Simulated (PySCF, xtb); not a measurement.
TeCl, SMILES Cl[Te], multiplicity 2.

Harmonic wavenumbers (cm⁻¹) from GFN2-xTB in xtb at its own minimum, in rising order: 371.

Task: What does B3LYP-D3(BJ)/def2-TZVP (PySCF) give at its own minimum? (An estimate is asked for; the answer gives what the named calculation found.)

Result: 374. Paired by order, the mean absolute difference is 3 cm⁻¹ and the zero-point energies are 0.5 and 0.5 kcal/mol.
